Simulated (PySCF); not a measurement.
Structure problem from calculated spectra and properties.

Formula: C5H6OS.

* NMR, other nuclei: isotropic shieldings of nuclei other than C and H, by class: 34 (1 O), 540 (1 S) ppm [GIAO PBE0/pcSseg-1]
* Rotational structure: rotational constants A, B, C: 5.874, 1.502, 1.206 GHz [PBE0-D3(BJ)/def2-SVP]
* Dipole: 0.91 D [PBE0/pcSseg-1]
* 13C NMR: chemical shifts (computed TMS as zero) by class: 147.4 (1 C), 136.4 (1 C), 130.5 (1 C), 115.4 (1 C), 18.1 (1 C) ppm [GIAO PBE0/pcSseg-1]
* 1H NMR: chemical shifts (computed TMS as zero) by class: 7.35 (1 H), 6.76 (1 H), 6.40 (1 H), 2.22 (3 H) ppm [GIAO PBE0/pcSseg-1]

The electronic properties come from PySCF, for the isolated species, density fitting. Levels stand in brackets. Isolated species at its PBE0-D3(BJ)/def2-SVP geometry (one conformer only). NMR values are class means; diastereotopic atoms form classes of their own.

Problem. What is the compound? Reason from the data.

Solution. Numbering: `[CH3:1][S:2][c:3]1[cH:4][cH:5][o:6][cH:7]1`. Its formula, C5H6OS, gives 3 degrees of unsaturation: 1 ring and 2 π bonds in the structure found (Kekulé form). 5 carbons fall into 5 classes; from least to most shielded: aromatic CH next to a ring oxygen [C5] (147.4 ppm), aromatic CH next to a ring oxygen [C7] (136.4 ppm), substituted aromatic carbon [C3] (130.5 ppm), aromatic CH carbon [C4] (115.4 ppm), S-methyl carbon [C1] (18.1 ppm). Hydrogen classes from least to most shielded: 1 H on an aromatic CH next to a ring oxygen, C5 (7.35 ppm), 1 H on an aromatic CH next to a ring oxygen, C7 (6.76 ppm), 1 H on an aromatic CH carbon, C4 (6.40 ppm), 3 H on an S-methyl carbon, C1 (2.22 ppm). The other shieldings belong to: 34 ppm, furan-type oxygen [O6]; 540 ppm, sulfide sulfur [S2]. The optimised geometry has point group Cs and is an asymmetric top. Structure: `CSc1ccoc1`. Computed isomers that give other values at the same levels: `COc1cccs1` (13C chemical shifts (computed TMS as zero) by class: 175.2 (1 C), 129.2 (1 C), 117.6 (1 C), 101.6 (1 C), 57.2 (1 C) ppm); `COc1ccsc1` (13C chemical shifts (computed TMS as zero) by class: 163.0 (1 C), 131.6 (1 C), 116.5 (1 C), 107.7 (1 C), 56.5 (1 C) ppm). The assignments are read from this structure; whether some other isomer fits the data as well wasn't checked.

Shape of the structure used: `[CH3:1][S:2][c:3]1[cH:4][cH:5][o:6][cH:7]1`: C1–S2–C3–C4 180°.
